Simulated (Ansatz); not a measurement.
Computed with Ansatz on PBE0-D4/def2-TZVP structures; ΔE is electronic, products minus reactants. CCSD(T)/CBS is the MP2 limit (def2-TZVPP, def2-QZVPP) plus CCSD(T) − MP2 in def2-TZVPP, frozen cores. DFT in def2-TZVPP. B3LYP here is the variant with VWN-RPA as its local correlation; programs differ in this. For Ge outer-core shells are correlated without core-valence functions, which leaves a few kJ/mol of doubt a bond. Scalar relativity is left out up to krypton. Each species was taken in one conformer, which may not be the lowest.

`CSS[SiH2][SiH3]` + `C=C=[CH][GeH3]` → `C=C=C[SiH2][SiH3]` + `CS[S][GeH3]`  (redistribution)

Q: Is it downhill or uphill in electronic energy at CCSD(T)/CBS, and by how much? (Estimate.)

A: Computed: Nearly level: ΔE = +0.02 eV.

Q: What do these levels give: r2SCAN-D4, B3LYP-D4, B2PLYP, PBE0, MP2/def2-TZVPP, SCS-MP2/def2-TZVPP? (An estimate is asked.)

A: Computed: r2SCAN-D4 -0.03, B3LYP-D4 -0.03, B2PLYP -0.03, PBE0 -0.03, MP2/def2-TZVPP 0.02, SCS-MP2/def2-TZVPP 0.00 eV.

Largest T1 diagnostic among the species: 0.013.

In def2-TZVPP, CCSD(T) changes the Hartree–Fock value by +0.08 eV (the triples alone add +0.01 eV) and MP2 by +0.10 eV. The D4 term adds +0.04 eV with B3LYP and +0.02 eV with PBE0; it sums over pairs of atoms, weighted by their polarisabilities, and B3LYP, whose exchange is more repulsive, gets the larger term.
